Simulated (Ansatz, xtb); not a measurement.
## Relative energy of two isomers of C7H7ClF+

Structure I is `F[C@H](Cl)C1=CC=C[CH+]C1`, a singlet and structure II is `FC1=C[CH+]CC=C1CCl`, a singlet. Both are isolated ions in the gas phase, relaxed with r2SCAN-D4/def2-SVP; each stands in its lowest conformer found.

Which of the two would you expect CCSD(T)/def2-SVP + ΔMP2/def2-TZVPP electronic energies to favour?

Structure II; the calculation gives E(II) − E(I) = −4.8 kcal/mol.

How the difference moves with the method:

```
                             level            geometry  E(II) − E(I) (kcal/mol)  departure from the last row (kcal/mol)  job, with rough time for the two
                          GFN2-xTB            GFN2-xTB                      −2.1                                    +2.7              optimisation, 0.29 s
                         HF/STO-3G            GFN2-xTB                     −11.9                                    −7.2              single point, 0.56 s
      r2SCAN-D4/def2-SVP//GFN2-xTB            GFN2-xTB                      −5.4                                    −0.6               single point, 5.1 s
                r2SCAN-D4/def2-SVP  r2SCAN-D4/def2-SVP                      −5.2                                    −0.4                optimisation, 48 s
                       HF/def2-SVP  r2SCAN-D4/def2-SVP                      −4.2                                    +0.6           part of the CCSD(T) run
                      MP2/def2-SVP  r2SCAN-D4/def2-SVP                      −4.5                                    +0.3           part of the CCSD(T) run
                  CCSD(T)/def2-SVP  r2SCAN-D4/def2-SVP                      −4.3                                    +0.4                      single point
CCSD(T)/def2-SVP + ΔMP2/def2-TZVPP  r2SCAN-D4/def2-SVP                      −4.8                                                     single point, 2.7 min
```

As drawn, both hold the same kinds of bond in the same numbers.

None of the levels shown reverses the order. The largest departure from CCSD(T)/def2-SVP + ΔMP2/def2-TZVPP is that of HF/STO-3G, 7.2 kcal/mol. The last row adds to CCSD(T) the change of the MP2 difference between the two basis sets, here −0.4 kcal/mol.

With thermal terms from frequencies at re-optimised GFN2-xTB minima (ideal gas, soft modes damped towards free rotors, one conformer each, 298.15 K, 1 atm): on the last row, ΔE + ΔZPE = −4.8, ΔH = −4.8, ΔG = −5.1 kcal/mol.

The correlated steps freeze 13 core orbitals. Mirror images aren't counted in ΔG. Programs: Ansatz 0.2.0, xtb 6.7.1; the last row on 4 threads of Arm Neoverse V1 on a shared host.
